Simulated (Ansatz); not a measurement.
Stepwise reaction of `[OH][Ti]([F])([F])[F]` with water, as a gas-phase model of exchange steps in deposition or etching. ΔE in kJ/mol; ΔG adds harmonic PBE0-D4 terms to CCSD(T)/CBS, at 1 bar.

Isolated molecules relaxed with PBE0-D4/def2-TZVP in Ansatz; ΔE leaves out vibrations. CBS: MP2 limit from def2 TZ/QZ plus the TZ coupled-cluster correction, frozen cores. This one scheme is used for every species. DFT in def2-TZVPP. B3LYP here is the variant with VWN-RPA as its local correlation; programs differ in this. For Ti outer-core shells are correlated without core-valence functions, which leaves a few kJ/mol of doubt a bond. Scalar relativity is left out up to krypton. Each species was taken in one conformer, which may not be the lowest.

| step | reaction | PBE-D4 | B3LYP-D4 | ωB97M-V | CCSD(T)/CBS | ΔG(600 K) |
| --- | --- | --- | --- | --- | --- | --- |
| 1 | `[OH][Ti]([F])([F])[F]` + H₂O → `[OH][Ti]([OH])([F])[F]` + H–F | 48.3 | 45.9 | 47.4 | 39.9 | 43.4 |
| 2 | `[OH][Ti]([OH])([F])[F]` + H₂O → `[OH][Ti]([OH])([OH])[F]` + H–F | 50.8 | 49.0 | 50.3 | 42.5 | 38.3 |
| 3 | `[OH][Ti]([OH])([OH])[F]` + H₂O → `[OH][Ti]([OH])([OH])[OH]` + H–F | 53.2 | 52.3 | 53.6 | 46.0 | 51.4 |

Q: By hand: ΔE of the 3 steps together at CCSD(T)/CBS.

A: (39.9) + (42.5) + (46.0) = 128.4 kJ/mol, or 42.8 kJ/mol a step.

In ΔE each step is higher than the one before. All are uphill at CCSD(T)/CBS. ΔG lies between 38.3 and 51.4 kJ/mol a step. PBE-D4 differs from CCSD(T)/CBS by 7.2 to 8.4 kJ/mol a step. Isolated molecules leave out the surface, adducts and barriers. Largest T1 diagnostic: 0.024.
